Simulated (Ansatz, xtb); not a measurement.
**Two isomers of C5H8N2**

Structure X: `CCc1ncc[nH]1`, a singlet. Structure Y: `Cc1cn(C)cn1`, a singlet. Both are isolated molecules in the gas phase, relaxed with B3LYP-D3(BJ)/def2-SVP; the shapes shown needn't be the lowest conformers.

X (Å):

| atom | x (Å) | y (Å) | z (Å) |
| --- | --- | --- | --- |
| C | 1.7247 | -2.1526 | -0.5918 |
| C | 1.2865 | -0.7590 | -0.1181 |
| C | 0.2486 | -0.8064 | 0.9587 |
| C | -1.6180 | -0.9231 | 2.0275 |
| C | -0.6365 | -1.0303 | 2.9868 |
| N | -1.0570 | -0.7871 | 0.7802 |
| N | 0.5517 | -0.9564 | 2.2883 |
| H | 2.4702 | -2.0813 | -1.3995 |
| H | 2.1711 | -2.7334 | 0.2317 |
| H | 0.8589 | -2.7179 | -0.9683 |
| H | 0.8536 | -0.1980 | -0.9593 |
| H | 2.1630 | -0.1873 | 0.2335 |
| H | -2.6974 | -0.9319 | 2.1732 |
| H | -0.6721 | -1.1394 | 4.0675 |
| H | 1.4811 | -0.9959 | 2.6878 |

Y (Å):

```xyz
15

C    -0.3128   -0.4615   -1.4272
C     0.3543   -0.3474   -0.0942
C     0.0688    0.5204    0.9420
C     1.0614    0.8671    3.2404
C     1.7463   -0.7982    1.4790
N     0.9683    0.2237    1.9487
N     1.4059   -1.1620    0.2636
H    -1.1271    0.2706   -1.5313
H     0.4096   -0.2954   -2.2431
H    -0.7328   -1.4704   -1.5709
H    -0.6769    1.3046    1.0499
H     1.2666    1.9441    3.1326
H     1.8831    0.4126    3.8106
H     0.1290    0.7427    3.8140
H     2.5471   -1.2304    2.0810
```

Quicker runs give these differences E(Y) − E(X): GFN2-xTB −3.4 kcal/mol; HF/STO-3G +0.8 kcal/mol (at GFN2-xTB geometries); r2SCAN-D4/def2-SVP +4.0 kcal/mol (at GFN2-xTB geometries).

Q: Which of the two would you expect CCSD(T)/def2-SVP + ΔMP2/def2-TZVPP electronic energies to favour?

A: Structure X; the calculation gives E(Y) − E(X) = +4.0 kcal/mol.

The same difference at several levels:

```csv
level,geometry,E(Y) − E(X) (kcal/mol),departure from the last row (kcal/mol),"job, with rough time for the two"
GFN2-xTB,GFN2-xTB,−3.4,−7.5,"optimisation, 0.083 s"
HF/STO-3G,GFN2-xTB,+0.8,−3.2,"single point, 0.26 s"
r2SCAN-D4/def2-SVP,GFN2-xTB,+4.0,0.0,"single point, 2.7 s"
B3LYP-D3(BJ)/def2-SVP,B3LYP-D3(BJ)/def2-SVP,+3.2,−0.8,"optimisation, 59 s"
HF/def2-SVP,B3LYP-D3(BJ)/def2-SVP,+3.4,−0.6,part of the CCSD(T) run
MP2/def2-SVP,B3LYP-D3(BJ)/def2-SVP,+3.5,−0.6,part of the CCSD(T) run
CCSD(T)/def2-SVP,B3LYP-D3(BJ)/def2-SVP,+3.4,−0.7,single point
CCSD(T)/def2-SVP + ΔMP2/def2-TZVPP,B3LYP-D3(BJ)/def2-SVP,+4.0,,"single point, 50 s"
```

As drawn, Y has 1 C–N, 1 C–H in place of 1 C–C, 1 N–H.

GFN2-xTB puts the two in the other order. The largest departure from CCSD(T)/def2-SVP + ΔMP2/def2-TZVPP is that of GFN2-xTB, 7.5 kcal/mol. The last row adds to CCSD(T) the change of the MP2 difference between the two basis sets, here +0.7 kcal/mol.

With thermal terms from frequencies at re-optimised GFN2-xTB minima (ideal gas, soft modes damped towards free rotors, one conformer each, 298.15 K, 1 atm): the zero-point term adds −0.9 kcal/mol; ΔH is +3.6 and ΔG +2.6 kcal/mol.

The correlated steps freeze 7 core orbitals. Codes used: Ansatz 0.2.0, xtb 6.7.1; the last row on 4 threads of Arm Neoverse V2 on a shared host.
